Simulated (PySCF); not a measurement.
Ge(H)(Br)(NH2)2 (BrGeH5N2), SMILES [NH2][GeH]([NH2])[Br]. Geometry optimised at TPSSh-D3(BJ)/def2-SVP. This is a generated structure with no PubChem entry under its InChIKey; it may be hypothetical. Other conformers were not sampled.

The numbers are results of TPSSh-D3(BJ)/def2-SVP (PySCF), not measurements.

Harmonic wavenumbers (cm⁻¹): 145, 157, 192, 210, 287, 325, 530, 557, 693, 694, 717, 740, 895, 918, 1546, 1554, 2145, 3502, 3509, 3604, 3609. Rotational constants (GHz): 5.372, 1.535, 1.320; symmetry number 1.

**Question.** Work out the zero-point energy and the ideal-gas rigid-rotor harmonic-oscillator thermochemistry at 298.15 K and 1 atm.

**Answer.** ZPE = ½ Σ hcν = ½ × 26530 cm⁻¹ = 158.68 kJ/mol. H − E(el) = 179.53 kJ/mol. Entropy in J/(mol K): translation 173.89, rotation 116.23, vibration 62.49, total 352.62. G − E(el) = 74.40 kJ/mol. Cp = 106.32 J/(mol K). Modes under 150 cm⁻¹ make the vibrational entropy uncertain.
